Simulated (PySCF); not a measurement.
Correlation energy of Mg (magnesium, neutral)

[Ne] 3d2, high-spin 3F determinant (an excited configuration). All numbers are calculated (PySCF 2.14, the non-relativistic Hamiltonian (point nucleus), in aug-cc-pVTZ). Frozen: [Ne]; 2 electrons correlated.

With two correlated electrons CCSD is exact within the correlated space (frozen core and kept virtual orbitals).

```
level  correlation energy (mhartree)
 CCSD                         -13.59
```

Diagnostics: T1 = 0.016, D1 = 0.0231, largest double amplitude 0.234.

Question: Is a single reference adequate?

Answer: Not fully. The outer electron is Rydberg-like, and this basis confines it to a smaller radius and binds it less than a complete one would. A double-excitation amplitude exceeds 0.15, a sign of near-degeneracy.
